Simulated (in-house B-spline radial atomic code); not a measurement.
The numbers below are computed, except where a source is named.
# C6 from the polarisability at imaginary frequency: the germanium ion Ge²⁺

LDA exchange-only linear response of the closed shell [Ar] 3d10 4s2, from a B-spline radial code for spherical atoms; scalar-relativistic (spin-free one-electron X2C), finite nucleus, no spin-orbit coupling; shells from n = 2 respond.

The dispersion coefficient of two like species is C6 = (3/π) ∫ α(iu)² du from 0 to ∞.

| u (hartree) | α(iu) (bohr³) |
| --- | --- |
| 0 | 10.03 |
| 0.156 | 8.993 |
| 0.364 | 6.3 |
| 0.624 | 3.917 |
| 1.04 | 2.206 |
| 1.56 | 1.372 |
| 2.34 | 0.8572 |
| 3.64 | 0.5087 |
| 5.2 | 0.3256 |
| 7.79 | 0.1884 |
| 13 | 0.08765 |
| 26 | 0.0279 |

Problem. Fit one oscillator, α(iu) = α(0)/(1 + u²/ω²), through u = 0.624 and estimate C6.

Solution. From α(0)/α(iu) − 1 = 10.03/3.917 − 1 = 1.5606, ω = u/√1.5606 = 0.4995 hartree (13.6 eV). London's formula gives C6 = (3/4) α(0)² ω = 0.75 × 10.03² × 0.4995 = 37.69 hartree·bohr⁶, and the oscillator holds f = α(0) ω² = 2.50 electrons, of a sum of oscillator strengths of 28.6.

Problem. How does that compare with the full integral?

Solution. The program's quadrature over all excitations gives C6 = 38.92, so the single oscillator is off by -3.2 %. At the last point the fit gives α = 0.0037 against 0.0279: higher excitations, and deeper shells where there are any, keep the true curve higher at large u.
